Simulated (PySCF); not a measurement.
## Correlation energy of I (iodine, neutral)

[Kr] 4d10 5s2 5p4 5d1, one real determinant (an excited configuration). All numbers are calculated (PySCF 2.14, the spin-free X2C one-electron Hamiltonian (Gaussian nucleus), in x2c-QZVPPall with one added diffuse shell each of s, p, d, f type (14s10p8d5f1g, 128 functions)). Frozen: [Kr] 4d10; 7 electrons correlated.

MP2 pair energies summed by pair of shells (mhartree):

| pair | energy | share (%) |
| --- | --- | --- |
| 5s-5p | -43.32 | 40.3 |
| 5p-5p | -41.55 | 38.6 |
| 5p-5d | -10.61 | 9.9 |
| 5s-5s | -7.93 | 7.4 |
| 5s-5d | -4.21 | 3.9 |

Total MP2 correlation energy: -107.62 mhartree.

Same-spin part -27.19 and opposite-spin part -80.42 mhartree; SCS-MP2 scales them by 1/3 and 6/5 to -105.57 mhartree.

The reference is one real determinant that mixes LS terms of this configuration.
